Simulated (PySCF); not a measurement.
PySCF job for BeCl₂, SMILES [Be]([Cl])[Cl], TDDFT-PBE/def2-TZVPD. Coordinates come from a B3LYP-D3(BJ)/def2-TZVP optimisation. The isomer is the one that the SMILES or the coordinates give; other isomers of the formula were not compared.

```python
import numpy as np
from pyscf import gto, scf, dft, tdscf

mol = gto.M(
    atom='''
    Be    0.00000000    0.00000000    0.00000000
    Cl    0.00000000    0.00000000   -1.80410536
    Cl    0.00000000    0.00000000    1.80410536
    ''',
    basis='def2-TZVPD',
    charge=0,
    spin=0,
    symmetry=True,
    symmetry_subgroup='D2h',
    max_memory=1600,
    verbose=4,
)
mf = dft.RKS(mol, xc='pbe').density_fit(auxbasis='def2-universal-jkfit')
mf.grids.level = 3
mf.conv_tol = 1e-9
mf.max_cycle = 100
mf.kernel()
mf.grids = dft.Grids(mol).set(level=1).build(with_non0tab=True)  # coarser grid for the response kernel
td = tdscf.TDDFT(mf)
td.singlet = True
td.nstates = 10
td.conv_tol = 1e-4
td.positive_eig_threshold = 1e-6
td.kernel(x0=td.get_init_guess(mf, 15))
td.analyze()
tt = tdscf.TDA(mf)
tt.singlet = False
tt.nstates = 4
tt.conv_tol = 1e-4
tt.positive_eig_threshold = 1e-6
tt.kernel(x0=tt.get_init_guess(mf, 9))
tt.analyze(verbose=3)
```

It prints:

```
PySCF version 2.14.0

[INPUT] verbose = 4
[INPUT] num. atoms = 3
[INPUT] num. electrons = 38
[INPUT] charge = 0
[INPUT] spin (= nelec alpha-beta = 2S) = 0
[INPUT] symmetry True subgroup D2h
[INPUT] Mole.unit = angstrom
[INPUT] Symbol           X                Y                Z      unit          X                Y                Z       unit  Magmom
[INPUT]  1 Be     0.000000000000   0.000000000000   0.000000000000 AA    0.000000000000   0.000000000000   0.000000000000 Bohr   0.0
[INPUT]  2 Cl     0.000000000000   0.000000000000  -1.804105360000 AA    0.000000000000   0.000000000000  -3.409265030260 Bohr   0.0
[INPUT]  3 Cl     0.000000000000   0.000000000000   1.804105360000 AA    0.000000000000   0.000000000000   3.409265030260 Bohr   0.0

nuclear repulsion = 82.2757977189647
point group symmetry = Dooh, use subgroup D2h
symmetry origin: [0. 0. 0.]
symmetry axis x: [1. 0. 0.]
symmetry axis y: [0. 1. 0.]
symmetry axis z: [0. 0. 1.]
num. orbitals of irrep Ag = 27
num. orbitals of irrep B1g = 5
num. orbitals of irrep B2g = 12
num. orbitals of irrep B3g = 12
num. orbitals of irrep Au = 4
num. orbitals of irrep B1u = 24
num. orbitals of irrep B2u = 15
num. orbitals of irrep B3u = 15
number of shells = 42
number of NR pGTOs = 175
number of NR cGTOs = 114
basis = def2-TZVPD
ecp = {}


[settings echo left out]
init E= -935.050171628322
HOMO (B2g) = -0.353619228704256  LUMO (Ag) = -0.066148299962709  gap/eV = 7.82248
cycle= 1 E= -934.884257196092  delta_E= 0.166  |g|= 0.294  |ddm|= 1.72
HOMO (B3g) = -0.254084314872912  LUMO (Ag) = -0.0338377632950895  gap/eV = 5.99321
cycle= 2 E= -934.869225783456  delta_E= 0.015  |g|= 0.402  |ddm|= 0.701
HOMO (B2g) = -0.298653456225594  LUMO (Ag) = -0.0432936573485208  gap/eV = 6.94869
cycle= 3 E= -934.90815725648  delta_E= -0.0389  |g|= 0.066  |ddm|= 0.394
HOMO (B2g) = -0.30198358008478  LUMO (Ag) = -0.0478343415431475  gap/eV = 6.91575
cycle= 4 E= -934.908859767251  delta_E= -0.000703  |g|= 0.0355  |ddm|= 0.0689
HOMO (B2g) = -0.30174027582836  LUMO (Ag) = -0.0464353780645723  gap/eV = 6.94720
cycle= 5 E= -934.909252403316  delta_E= -0.000393  |g|= 0.000895  |ddm|= 0.0293
HOMO (B2g) = -0.301767816068754  LUMO (Ag) = -0.0465016733645385  gap/eV = 6.94615
cycle= 6 E= -934.909252647214  delta_E= -2.44e-07  |g|= 9.25e-05  |ddm|= 0.000919
HOMO (B3g) = -0.301771716536507  LUMO (Ag) = -0.0464992427000652  gap/eV = 6.94632
cycle= 7 E= -934.909252649982  delta_E= -2.77e-09  |g|= 1.2e-05  |ddm|= 0.000138
HOMO (B3g) = -0.301774378637708  LUMO (Ag) = -0.046500943065972  gap/eV = 6.94634
cycle= 8 E= -934.909252650022  delta_E= -3.98e-11  |g|= 7.57e-07  |ddm|= 1.64e-05
HOMO (B3g) = -0.301774239088994  LUMO (Ag) = -0.046500814429411  gap/eV = 6.94634
Extra cycle  E= -934.909252650023  delta_E= -1.82e-12  |g|= 9.72e-07  |ddm|= 1.79e-06
converged SCF energy = -934.909252650023
tot grids = 17720
Overwritten attributes  positive_eig_threshold  of <class 'pyscf.tdscf.rks.CasidaTDDFT'>


******** <class 'pyscf.tdscf.rks.CasidaTDDFT'> for <class 'pyscf.df.df_jk.DFSymAdaptedRKS'> ********
nstates = 10 singlet
deg_eia_thresh = 1.000e-03
wfnsym = None
conv_tol = 0.0001
eigh lindep = 1e-12
eigh level_shift = 0
eigh max_cycle = 100


Excitation energies (eV)
[6.99314718 6.99314718 7.11640244 7.18183436 7.18183771 7.57898108
 7.57898108 7.6243778  7.62439311 7.63961683]

** Singlet excitation energies and oscillator strengths **
Excited State   1:  B3g      6.99315 eV    177.29 nm  f=0.0000
      19 -> 20       -0.70686
Excited State   2:  B2g      6.99315 eV    177.29 nm  f=0.0000
      18 -> 20       -0.70686
Excited State   3:   Au      7.11640 eV    174.22 nm  f=0.0000
      18 -> 21        0.50000
      19 -> 22       -0.50000
Excited State   4:   Au      7.18183 eV    172.64 nm  f=0.0000
      18 -> 21        0.49991
      19 -> 22        0.49991
Excited State   5:  B1u      7.18184 eV    172.64 nm  f=0.0000
      18 -> 22       -0.49991
      19 -> 21        0.49991
Excited State   6:  B3u      7.57898 eV    163.59 nm  f=0.1041
      17 -> 20       -0.70429
Excited State   7:  B2u      7.57898 eV    163.59 nm  f=0.1041
      16 -> 20       -0.70429
Excited State   8:   Ag      7.62438 eV    162.62 nm  f=0.0000
      16 -> 21        0.49984
      17 -> 22       -0.49984
Excited State   9:  B1g      7.62439 eV    162.62 nm  f=0.0000
      16 -> 22        0.49984
      17 -> 21        0.49984
Excited State  10:  B1g      7.63962 eV    162.29 nm  f=0.0000
      16 -> 22       -0.50000
      17 -> 21        0.50000

** Transition electric dipole moments (AU) **
state          X           Y           Z        Dip. S.      Osc.
  1         0.0000      0.0000     -0.0000      0.0000      0.0000
  2         0.0000      0.0000     -0.0000      0.0000      0.0000
  3         0.0000     -0.0000     -0.0000      0.0000      0.0000
  4        -0.0000      0.0000      0.0000      0.0000      0.0000
  5         0.0000     -0.0000     -0.0000      0.0000      0.0000
  6        -0.7487      0.0000     -0.0000      0.5606      0.1041
  7        -0.0000     -0.7487      0.0000      0.5606      0.1041
  8         0.0000     -0.0000      0.0000      0.0000      0.0000
  9        -0.0000     -0.0000     -0.0000      0.0000      0.0000
 10         0.0000      0.0000      0.0000      0.0000      0.0000

** Transition velocity dipole moments (imaginary part, AU) **
state          X           Y           Z        Dip. S.      Osc.
  1         0.0000      0.0000     -0.0000      0.0000      0.0000
  2         0.0000      0.0000     -0.0000      0.0000      0.0000
  3         0.0000     -0.0000     -0.0000      0.0000      0.0000
  4        -0.0000      0.0000      0.0000      0.0000      0.0000
  5         0.0000     -0.0000     -0.0000      0.0000      0.0000
  6        -0.2037      0.0000     -0.0000      0.0415      0.0994
  7        -0.0000     -0.2037      0.0000      0.0415      0.0994
  8         0.0000     -0.0000      0.0000      0.0000      0.0000
  9        -0.0000     -0.0000     -0.0000      0.0000      0.0000
 10         0.0000      0.0000      0.0000      0.0000      0.0000

** Transition magnetic dipole moments (imaginary part, AU) **
state          X           Y           Z
  1         0.7534      0.0000      0.0000
  2         0.0000     -0.7534      0.0000
  3        -0.0000      0.0000      0.0000
  4         0.0000     -0.0000     -0.0000
  5        -0.0000      0.0000     -0.0000
  6        -0.0000      0.0000      0.0000
  7        -0.0000      0.0000      0.0000
  8        -0.0000      0.0000     -0.0000
  9        -0.0000     -0.0000      0.0000
 10         0.0000      0.0000      0.0000
Overwritten attributes  positive_eig_threshold  of <class 'pyscf.tdscf.rks.TDA'>


******** <class 'pyscf.tdscf.rks.TDA'> for <class 'pyscf.df.df_jk.DFSymAdaptedRKS'> ********
nstates = 4 triplet
deg_eia_thresh = 1.000e-03
wfnsym = None
conv_tol = 0.0001
eigh lindep = 1e-12
eigh level_shift = 0
eigh max_cycle = 100


Excitation energies (eV)
[6.74441411 6.82030577 6.82030577 6.89253834]

** Triplet excitation energies and oscillator strengths **
Excited State   1:  B1u      6.74441 eV    183.83 nm  f=0.0000
Excited State   2:  B3g      6.82031 eV    181.79 nm  f=0.0000
Excited State   3:  B2g      6.82031 eV    181.79 nm  f=0.0000
Excited State   4:  B1u      6.89254 eV    179.88 nm  f=0.0000
```

The run converged.

Cost: about 23 core-seconds (a rough figure).
